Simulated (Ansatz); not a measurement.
Reaction (substitution at a C–Si bond): `CC[SiH]` + `CC[O][Zr]([OH])([OH])[O]CC` → `CC[O][Zr]([OH])([O]CC)[O]CC` + `[SiH2]`

Program: Ansatz. Geometries: PBE0-D4/def2-TZVP. ΔE: electronic, gas phase. CCSD(T)/CBS adds triple-zeta CCSD(T) − MP2 to the extrapolated MP2 energy (def2 sets, frozen cores). This one scheme is used for every species. Functionals use def2-TZVPP. B3LYP here is the variant with VWN-RPA as its local correlation; programs differ in this. HSE06 is defined as in plane-wave codes. Elements past krypton have def2 core potentials. For Zr outer-core shells are correlated without core-valence functions, which leaves a few kJ/mol of doubt a bond. One conformer a species, not always the lowest.

`CC[SiH]`:

Z-matrix (Å, degrees):
```
C
C 1 1.523
H 1 1.093 2 111.1
H 1 1.094 2 112.0 3 119.8
H 1 1.092 2 111.0 3 -119.2
Si 2 1.891 1 121.0 3 67.6
H 2 1.111 1 109.8 3 -179.7
H 2 1.095 1 111.7 3 -64.8
H 6 1.532 2 94.7 1 32.0
```

`CC[O][Zr]([OH])([OH])[O]CC`:

```xyz
21

C    -0.204   -1.956   -2.608
C     0.392   -0.604   -2.282
O     0.752   -0.512   -0.942
Zr    1.131   -0.539    0.942
O     2.992   -0.098    1.237
O     0.721   -2.288    1.656
O     0.009    0.779    1.782
C    -0.924    1.753    2.120
C    -1.651    2.277    0.900
H    -1.100   -2.136   -2.009
H    -0.479   -2.010   -3.665
H     0.513   -2.753   -2.397
H    -0.329    0.190   -2.516
H     1.279   -0.425   -2.905
H     3.846    0.305    1.350
H     0.615   -3.120    2.104
H    -0.411    2.578    2.633
H    -1.644    1.331    2.832
H    -2.378    3.043    1.184
H    -0.945    2.718    0.192
H    -2.182    1.468    0.393
```

`CC[O][Zr]([OH])([O]CC)[O]CC`:

```xyz
27

C    -1.048    1.672   -2.460
C     0.219    0.845   -2.529
O     0.258   -0.114   -1.525
Zr    0.155   -1.375   -0.074
O     0.077   -3.179   -0.777
O    -1.420   -0.993    0.966
C    -2.559   -0.592    1.654
C    -3.122    0.699    1.096
O     1.709   -1.148    1.042
C     2.875   -0.774    1.699
C     3.550    0.397    1.017
H    -1.928    1.035   -2.573
H    -1.061    2.422   -3.255
H    -1.119    2.187   -1.499
H     0.288    0.349   -3.506
H     1.097    1.499   -2.438
H     0.092   -4.099   -1.016
H    -2.313   -0.464    2.716
H    -3.316   -1.385    1.593
H    -3.387    0.579    0.044
H    -4.018    0.997    1.647
H    -2.386    1.503    1.173
H     2.636   -0.514    2.739
H     3.560   -1.632    1.733
H     2.886    1.265    0.999
H     3.810    0.144   -0.013
H     4.466    0.675    1.546
```

`[SiH2]`:

Cartesian coordinates in Å:
```
Si -0.241 0.668 0.045
H -0.769 -0.690 0.497
H 1.010 0.021 -0.542
```

```csv
level,ΔE (kJ/mol),difference from CCSD(T)/CBS
LDA (SPW92),66.0,2.4
PBE-D4,64.5,0.9
revPBE-D4,64.3,0.7
BLYP-D4,57.1,-6.5
B97M-V,57.3,-6.3
PBE0-D4,64.2,0.6
B3LYP-D4,57.1,-6.5
r2SCANh-D4,65.0,1.4
r2SCAN0-D4,65.1,1.5
HSE06-D4,64.1,0.5
BHLYP-D4,54.9,-8.7
CAM-B3LYP-D4,55.8,-7.8
ωB97X-V,58.1,-5.5
ωB97M-V,63.6,0.0
B2PLYP,60.0,-3.6
PBE-QIDH,65.3,1.7
PBE,66.6,3.0
revPBE,66.6,3.0
BLYP,59.2,-4.4
PBE0,66.6,3.0
B3LYP,59.4,-4.2
r2SCANh,66.9,3.3
r2SCAN0,67.2,3.6
HSE06,66.5,2.9
BHLYP,57.0,-6.6
CAM-B3LYP,58.4,-5.2
LC-ωPBE,68.3,4.7
HF/def2-SVP,35.5,-28.1
CCSD(T)/def2-SVP,36.8,-26.8
HF/def2-TZVPP,47.7,-15.9
MP2/def2-TZVPP,64.7,1.1
SCS-MP2/def2-TZVPP,57.8,-5.8
CCSD/def2-TZVPP,55.0,-8.6
CCSD(T)/def2-TZVPP,55.5,-8.1
HF/def2-QZVPP,48.2,-15.4
MP2/def2-QZVPP,69.5,5.9
SCS-MP2/def2-QZVPP,62.7,-0.9
HF/CBS(def2),48.3,-15.3
MP2/CBS(def2),72.8,9.2
CCSD/CBS(def2),63.1,-0.5
CCSD(T)/CBS,63.6,0
```

Largest T1 diagnostic among the species: 0.015.

In def2-TZVPP, CCSD(T) changes the Hartree–Fock value by +7.9 kJ/mol (the triples alone add +0.5 kJ/mol) and MP2 by +17.0 kJ/mol. Leaving LDA and LC-ωPBE aside and taking each functional with its dispersion term where it has one, the values spread over 10.4 kJ/mol, from BHLYP-D4 to PBE-QIDH.
